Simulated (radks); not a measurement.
Values are calculated unless marked as measured or tabulated.
Problem. The mean radii <r> (bohr) of the occupied orbitals of an atom or ion are listed with their occupations. Level of theory: scalar-relativistic Kohn-Sham, LDA (Slater exchange, Perdew-Wang correlation), spin-polarised, spherical densities, finite nucleus; Fermi nuclear charge, rms radius of each element as measured or else 0.836 A^(1/3) + 0.57 fm (a radial shooting solver on a logarithmic mesh with Libxc functionals).

orbital  occ.      <r>
1s up       1  0.01688
1s down     1  0.01688
2s up       1  0.07118
2s down     1  0.07118
2p up       3  0.06426
2p down     3  0.06426
3s up       1   0.1840
3s down     1   0.1840
3p up       3   0.1852
3p down     3   0.1852
3d up       5   0.1677
3d down     5   0.1677
4s up       1   0.4074
4s down     1   0.4074
4p up       3   0.4339
4p down     3   0.4338
4d up       5   0.4587
4d down     5   0.4586
5s up       1   0.9254
5s down     1   0.9246
4f up       7   0.4987
4f down     7   0.4984
5p up       3    1.068
5p down     3    1.067
5d up       5    1.496
5d down     4    1.500

Name the element and its charge. Open shells, if any, are filled with parallel spins first.

Solution. Z = 79, gold, charge +2: Au2+ in [Xe] 4f14 5d9. The 1s radius gives Z: for a bare nucleus <r> = (2 gamma + 1)/(2Z) with gamma = sqrt(1 - (Z/c)^2), 0.01667 bohr for Z = 79, and screening makes it slightly larger (0.01688 here). The occupations add up to 77, and the charge is Z minus that.
